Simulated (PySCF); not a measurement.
## Dipole response of Dy²⁺ (dysprosium, charge +2)

[Xe] 4f10, one real determinant. All numbers are calculated (PySCF 2.14, the spin-free X2C one-electron Hamiltonian (Gaussian nucleus), in x2c-TZVPPall with one added diffuse shell each of s, p, d, f type (12s8p8d5f2g, 129 functions)). Coupled (time-dependent) response in atomic units; α is the mean over directions.

| method | mean α (bohr³) | α xx, yy, zz | C₆ (like pair) | S(−4) |
| --- | --- | --- | --- | --- |
| PW91 | 8.777 | 8.677, 8.677, 8.979 | 43.16 | 153.7 |

S(−4) is the Cauchy moment in α(ω) = α(0) + S(−4) ω² + …

Spin-orbit coupling is absent.

α(iu) at PW91:

```
u (hartree)  α(iu) (bohr³)
          0          8.777
     0.0500          8.450
      0.100          7.826
      0.200          6.774
      0.300          6.103
      0.500          5.238
      0.750          4.412
       1.00          3.714
       1.50          2.662
       2.00          1.970
       3.00          1.195
       5.00         0.5943
```

A single London oscillator, α(iu) = α/(1 + u²/ω²), gives C₆ = (3/4) ω α². Matching the computed C₆ needs ω = 4 × 43.16 / (3 × 8.777²) = 0.747 hartree.

For an ion, C₆ is the dispersion term alone; charge-induced terms of lower order in 1/R come first.

The components differ because the open shell of this determinant is not spherical; for a pure term their mean is the scalar polarisability.

⟨L²⟩ = 34.01 against 42 for a pure I term, so this real determinant mixes terms. Spin-orbit coupling, absent here, splits the open shell strongly.
